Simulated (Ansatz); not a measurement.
Abridged output of a molecular run in Ansatz:

```
Functional definition: HF
1509 factors; integrals over basis functions are off by at most 6.9e-4 eV
mean field evaluation 1: about -21261.4213 eV, gradient 5.5e1 eV
mean field evaluation 2: about -21261.6882 eV, gradient 5.6e1 eV
mean field evaluation 4: about -21267.6553 eV, gradient 4.1e0 eV
mean field evaluation 8: about -21267.7368 eV, gradient 5.8e-1 eV
mean field evaluation 16: about -21267.7381 eV, gradient 2.8e-6 eV
mean field -21267.73805459 eV, -781.5749577156 hartree, gradient 2.8e-6 eV, S^2 0.000000; 0 other end points of the search recorded, 0 dependent functions left out
9 core orbitals not correlated: weight in the atoms' cores, before any rotation towards them, 1.000 or more for the frozen orbitals, at most 0.000 for the correlated occupied ones
reference -21267.73805459 eV, -781.5749577156 hartree; 21, 21 occupied and 206, 206 virtual orbitals, 1509 factors
second order -36.12147520 eV of doubles, -0.00000000 eV of singles
cycle   1  -35.28336521 eV  change    8.4e-1 eV  update   1.8e-1
cycle   2  -36.19778808 eV  change   -9.1e-1 eV  update   7.6e-2
cycle   3  -36.45792918 eV  change   -2.6e-1 eV  update   3.2e-2
cycle   4  -36.45691255 eV  change    1.0e-3 eV  update   9.9e-3
cycle   5  -36.44382730 eV  change    1.3e-2 eV  update   3.3e-3
cycle   6  -36.44602235 eV  change   -2.2e-3 eV  update   1.2e-3
cycle   7  -36.44704419 eV  change   -1.0e-3 eV  update   4.4e-4
cycle   8  -36.44685676 eV  change    1.9e-4 eV  update   1.6e-4
cycle   9  -36.44688293 eV  change   -2.6e-5 eV  update   6.4e-5
cycle  10  -36.44696382 eV  change   -8.1e-5 eV  update   2.1e-5
cycle  11  -36.44691482 eV  change    4.9e-5 eV  update   1.1e-5
cycle  12  -36.44690722 eV  change    7.6e-6 eV  update   4.0e-6
perturbative correction -1.61794345 eV, -0.0594583251 hartree
Total energy: -21305.80290527 eV, -782.9738151767 hartree
```

Its atoms:

```xyz
7

C    -1.031   -1.599   -1.173
C    -0.477   -0.715   -0.551
Zr    0.508    0.876    0.541
F    -0.757    2.218    0.929
F     1.875    1.595   -0.539
Cl    1.401    0.002    2.513
H    -1.518   -2.377   -1.719
```

Question: Which basis set was used?
A. cc-pV(Q+d)Z
B. def2-TZVPP
C. def2-TZVPPD
D. def2-QZVPP

Answer: B. It gives 236 functions.

Question: Write the keys of the input that set method, charge and spin (a neutral closed shell needs none for the last two).

Answer: 
```yaml
correlation: {method: ccsd_t}
```
